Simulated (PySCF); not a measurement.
**Zn: ionisation energy**

Zn [Ar] 3d10 4s2 (1S) → Zn⁺ [Ar] 3d10 4s1 (2S), as a difference of total energies. All numbers are calculated (PySCF 2.14, scalar relativity through the core potential, in cc-pVTZ-PP with ECP10MDF). Correlated levels: valence: 3s2 3p6 frozen. The calculations carry no spin-orbit coupling.

| method | ionisation energy (eV) | error (eV) |
| --- | --- | --- |
| UHF | 7.805 | -1.589 |
| TPSS | 9.307 | -0.087 |
| M06-2X | 9.241 | -0.153 |
| MP2 (valence) | 9.046 | -0.348 |
| SCS-MP2 (valence) | 9.063 | -0.331 |

Reference: 9.394 eV (measured; NIST Atomic Spectra Database, ionization energies).

Errors of the correlated levels include the incompleteness of this basis and the frozen core.

MP2 underrates the near-degeneracy of ns² with np² in the lower species.
